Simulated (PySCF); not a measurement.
Simulation results for B2H3O2, B3H4, CH5B2

Calculation on a computer-drawn molecule: the log of a Hartree-Fock and frozen-core CCSD(T) single point meant for a local Hartree-Fock minimum, with one planted fault or none, to be diagnosed. Offsets are logged minus clean, where the clean run is the same molecule without the fault. The reference is restricted for singlets and unrestricted otherwise, and also for a bond in bohr or an excited solution. Adding or removing an electron swaps singlet and doublet. The excited solution moves the top pair (singlet) or top alpha electron (doublet) to the lowest empty orbital. Highest occupied and lowest empty are orbital energies over both spins, largest force is the largest gradient component, triples share is (T) over the correlation energy, the T1 limit is 0.02 restricted and 0.045 unrestricted, electrons count all cores, a negative frequency is imaginary (commonest isotopes), and the dipole is about the centre of nuclear charge. Program: PySCF 2.14.0.

Common to all runs: meant charge 0; meant multiplicity 2; meant basis cc-pVDZ; logged SCF converged yes; possible faults no fault, one electron removed, one electron added, multiplicity raised by two, geometry at a saddle point, SCF held on an excited solution, minimal basis STO-3G, one bond length entered in bohr, all coordinates scaled.

(1) 
```xyz
7
formula=B2H3O2 logged_electrons=29 logged_basis_functions=71 logged_spin_squared=3.7586 logged_highest_occupied=-7.9738 logged_lowest_empty=-1.2676 logged_largest_force=0.076678 logged_T1_diagnostic=0.031139 logged_D1_diagnostic=0.17925 logged_triples_share=0.025673 logged_CC_converged=yes logged_dipole_magnitude=4.9227 logged_SCF_stable_within_its_kind=yes logged_energy_HF=-200.72017 logged_energy_CCSD(T)=-201.26259 planted_fault=multiplicity_raised_by_two HF_energy_offset_from_clean_run=98.87 CCSD(T)_energy_offset_from_clean_run=103.2
B     -0.3055    -0.8518    -1.9375
B      0.9120    -1.7176    -1.1515
O      1.5914    -2.6697    -1.8570
O      1.1392    -1.4646     0.1713
H     -0.4801     0.1441    -2.5682
H      2.2377    -3.1603    -1.3715
H      1.8012    -1.9976     0.5857
```

Units: logged_highest_occupied, logged_lowest_empty in eV; logged_largest_force in hartree/bohr; logged_dipole_magnitude in debye; logged_energy_HF, logged_energy_CCSD(T) in hartree; HF_energy_offset_from_clean_run, CCSD(T)_energy_offset_from_clean_run in kcal/mol.

Drawn bonds:
```tsv
atom	other atom	order
1	2	1
2	3	1
2	4	1
1	5	1
3	6	1
4	7	1
```

(2) 
```xyz
7
formula=B3H4 logged_electrons=19 logged_basis_functions=62 logged_spin_squared=0.7576 logged_highest_occupied=-4.2856 logged_lowest_empty=-2.7226 logged_largest_force=0.065348 logged_CC_converged=no logged_dipole_magnitude=2.9538 logged_SCF_stable_within_its_kind=no logged_energy_HF=-76.08742
B     -0.0621    -0.7719    -0.3389
B      1.4712    -0.8062    -0.3703
B      1.2882    -0.8722     1.3761
H     -1.2173    -0.7549    -0.0962
H      2.4954    -0.8062    -0.9647
H      2.2844    -0.9228     2.0420
H      0.2546    -0.8728     1.9924
```

Units: logged_highest_occupied, logged_lowest_empty in eV; logged_largest_force in hartree/bohr; logged_dipole_magnitude in debye; logged_energy_HF in hartree.

Drawn bonds:
```tsv
atom	other atom	order
1	2	1
2	3	1
1	4	1
2	5	1
3	6	1
3	7	1
```

Notes: CCSD not converged.

(3) 
```xyz
8
formula=CH5B2 logged_electrons=21 logged_basis_functions=67 logged_spin_squared=0.7593 logged_highest_occupied=-8.4035 logged_lowest_empty=1.4971 logged_largest_force=0.039826 logged_T1_diagnostic=0.017114 logged_D1_diagnostic=0.065381 logged_triples_share=0.02871 logged_CC_converged=yes logged_dipole_magnitude=0.80485 logged_SCF_stable_within_its_kind=yes logged_energy_HF=-90.05097 logged_energy_CCSD(T)=-90.40212
B     -1.1195    -2.3191    -2.2034
B     -0.5363    -1.5153    -0.8116
C      0.1519    -2.2392     0.5475
H     -1.5567    -2.8775    -3.2398
H     -0.6473    -0.2376    -0.8340
H      0.2239    -3.3947     0.5074
H     -0.4583    -1.9483     1.4935
H      1.2225    -1.8166     0.7129
```

Units: logged_highest_occupied, logged_lowest_empty in eV; logged_largest_force in hartree/bohr; logged_dipole_magnitude in debye; logged_energy_HF, logged_energy_CCSD(T) in hartree.

Drawn bonds:
```tsv
atom	other atom	order
1	2	1
2	3	1
1	4	1
2	5	1
3	6	1
3	7	1
3	8	1
```

(4) 
```xyz
8
formula=CH5B2 logged_electrons=21 logged_basis_functions=20 logged_spin_squared=0.757 logged_highest_occupied=-6.7267 logged_lowest_empty=5.8194 logged_largest_force=0.027639 logged_T1_diagnostic=0.016253 logged_D1_diagnostic=0.072162 logged_triples_share=0.010426 logged_CC_converged=yes logged_dipole_magnitude=0.75009 logged_SCF_stable_within_its_kind=yes logged_energy_HF=-88.9536 logged_energy_CCSD(T)=-89.10949
B     -1.0551    -2.1858    -2.0767
B     -0.5054    -1.4282    -0.7650
C      0.1432    -2.1105     0.5160
H     -1.4672    -2.7121    -3.0536
H     -0.6101    -0.2240    -0.7861
H      0.2111    -3.1995     0.4782
H     -0.4319    -1.8362     1.4077
H      1.1522    -1.7121     0.6719
```

Units: logged_highest_occupied, logged_lowest_empty in eV; logged_largest_force in hartree/bohr; logged_dipole_magnitude in debye; logged_energy_HF, logged_energy_CCSD(T) in hartree.

Drawn bonds:
```tsv
atom	other atom	order
1	2	1
2	3	1
1	4	1
2	5	1
3	6	1
3	7	1
3	8	1
```

## Withheld values
1. Which fault was planted in the run of B3H4 (entry 2)?
2. Which fault was planted in the run of CH5B2 (entry 3)?
3. Which fault was planted in the run of CH5B2 (entry 4)?

## Answers
1. SCF held on an excited solution
2. all coordinates scaled, by +6.1 %
3. minimal basis STO-3G

Further results for B3H4 (entry 2):

- HF energy offset from clean run: 107.6 kcal/mol

Further results for CH5B2 (entry 3):

- HF energy offset from clean run: 12.93 kcal/mol
- CCSD(T) energy offset from clean run: 8.803 kcal/mol

Further results for CH5B2 (entry 4):

* HF energy offset from clean run: 701.5 kcal/mol
* CCSD(T) energy offset from clean run: 819.9 kcal/mol
